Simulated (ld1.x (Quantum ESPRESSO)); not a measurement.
Building the PAW potential for Bi (Z = 83) (PBE, scalar-relativistic).

* Element: bismuth
* Generator: ld1.x (Quantum ESPRESSO) 7.5
* Type: PAW
* Functional: PBE
* Relativity: scalar-relativistic
* Frozen core: [Xe] 4f14
* Valence charge: 15
* Reference configuration: 5d10 6s2 6p3
* Partial waves: 6s (bound): rcut 1.65, rcutus 2.05 bohr; 6s channel at -0.15 Ry: rcut 1.65, rcutus 2.05 bohr; 6p (bound): rcut 2.15, rcutus 2.70 bohr; 6p channel at 2.4 Ry: rcut 2.15, rcutus 2.70 bohr; 5d (bound): rcut 1.45, rcutus 1.65 bohr; 5d channel at -1.7 Ry: rcut 1.45, rcutus 1.65 bohr
* Local potential: all-electron potential smoothed inside 2.60 bohr (lloc = -1)
* Core correction: Bessel-smoothed model core inside 1.40 bohr
* Augmentation charge: PSQ, inside the norm-conserving radii

(1) Estimate the cutoffs (Ry, on a coarse ladder) from which the occupation-weighted sum of valence levels, in a spherical-Bessel basis at the reference potential, stays within 10 and 1 mRy of its value at 400 Ry.

(2) Does the potential have ghost states?

(3) Is the overlap operator S = 1 + Σ q|β⟩⟨β| positive definite (Bessel basis up to 400 Ry)?

(4) Which valence shell sets the plane-wave cutoff?

Answers

(1) 50 Ry and 90 Ry.

(2) No extra level below or beside the all-electron valence levels (s, p, d, f tested).

(3) Yes: its lowest eigenvalue is 0.35 (s channel).

(4) 5d: its level needs 50 Ry to come within 1 mRy, against 10 Ry for 6s.

Test run stopped at test 1 of 7 (negative rho).
